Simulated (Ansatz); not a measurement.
`N=[C](F)[GeH3]` + H₂ → `N=CF` + GeH₄ at 500 K and 1 bar (hydrogenolysis of a C–Ge bond).

Program: Ansatz. Geometries: PBE0-D4/def2-TZVP. ΔE: electronic, gas phase. CBS: MP2 limit from def2 TZ/QZ plus the TZ coupled-cluster correction, frozen cores. This one scheme is used for every species. For Ge outer-core shells are correlated without core-valence functions, which leaves a few kJ/mol of doubt a bond. Scalar relativity is left out up to krypton. One conformer a species, not always the lowest.

| species | CCSD(T)/CBS energy (Eh) | H − E (kJ/mol) | S (J/(mol·K)) |
| --- | --- | --- | --- |
| `N=[C](F)[GeH3]` | -2271.02746 | 160.3 | 370.7 |
| H₂ | -1.17544 | 41.0 | 145.5 |
| `N=CF` | -193.72220 | 108.9 | 274.9 |
| GeH₄ | -2078.49493 | 99.4 | 244.6 |

H − E and S are ideal-gas, rigid-rotor, harmonic terms from PBE0-D4/def2-TZVP, for one conformer and one mirror image of each species. The MP2-based limit puts H₂ 0.8 mEh under its directly extrapolated value; such offsets cancel only in part. 1 Eh = 2625.50 kJ/mol, R = 8.31446 J/(mol·K).

Question: By hand: ΔE, ΔH, ΔS and ΔG.

Answer: ΔE = (-193.72220) + (-2078.49493) − (-2271.02746) − (-1.17544) = -0.01423 Eh = -37.4 kJ/mol. Δ(H − E) = 108.9 + 99.4 − 160.3 − 41.0 = 7.0, so ΔH = -30.4 kJ/mol. ΔS = 274.9 + 244.6 − 370.7 − 145.5 = 3.3 J/(mol·K). ΔG = -30.4 − 500 × (3.3)/1000 = -32.0 kJ/mol.

Question: By hand: the equilibrium constant, and the temperature at which ΔG would vanish if ΔH and ΔS stayed fixed.

Answer: log₁₀ K = −ΔG/(RT ln 10) = 3.3. ΔH and −TΔS have one sign here, so there is no such temperature. One of them is within its doubt of zero, so this could turn.

The number of gas molecules stays the same, so ΔS is small and ΔH decides. A doubt of 5 kJ/mol in ΔE shifts log₁₀ K by 0.5 here. Other conformers and mirror images would add mixing entropy, several J/(mol·K) or more a flexible species. These are equilibria of isolated gas molecules and say nothing of rates. Largest T1 diagnostic: 0.013 (customary marks: 0.02 for closed shells, 0.045 for open ones).
